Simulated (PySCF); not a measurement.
A thermochemical cycle for SrF

r²SCAN in PySCF with def2-SVP on every atom (core potentials on Sr), for the lowest determinant that a PBE0 search found; no spin–orbit coupling. SrF, a doublet (σ ↑), has De = 5.77 eV to neutral atoms, and SrF⁺, a singlet (closed shell), has De = 5.79 eV to Sr⁺ + F.

At the same level the Sr atom ionises at 5.42 eV.

Problem. What is the adiabatic ionisation energy of the molecule, and does ionisation strengthen or weaken the bond?

Solution. IE = IE(Sr) + De(neutral) − De(ion) = 5.42 + 5.77 − 5.79 = 5.40 eV. De changes by +0.02 eV, so ionisation hardly changes the bond energy.

For an ion De counts to the pair picked by the measured ionisation energies or electron affinities, which need not be the lowest pair at this level. States were picked by a PBE0 search and need not be the measured ground states.
